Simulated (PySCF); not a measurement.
# How methods differ on the ionisation energy of Ca

Ca [Ar] 4s2 (1S) → Ca⁺ [Ar] 4s1 (2S), as a difference of total energies. All numbers are calculated (PySCF 2.14, scalar relativity by spin-free X2C-1e, in dyall-av3z). Correlated levels: valence: [Ar] frozen; virtual orbitals above 40 to 60 times the deepest correlated orbital energy dropped. The calculations carry no spin-orbit coupling.

```tsv
method	ionisation energy (eV)
UHF	5.136
PBE	6.091
PBE0	6.015
r2SCAN	5.831
MN15	6.343
TPSS	6.004
MP2 (valence)	5.695
SCS-MP2 (valence)	5.807
```

Problem. Estimate what LDA gives.

Solution. 6.235 eV, closest to MN15 among the rows shown.

Problem. Estimate what r2SCAN0 gives.

Solution. 5.854 eV, closest to r2SCAN among the rows shown.

MP2 underrates the near-degeneracy of ns² with np² in the lower species.

For comparison: 6.113 eV (measured; NIST Atomic Spectra Database, ionization energies).
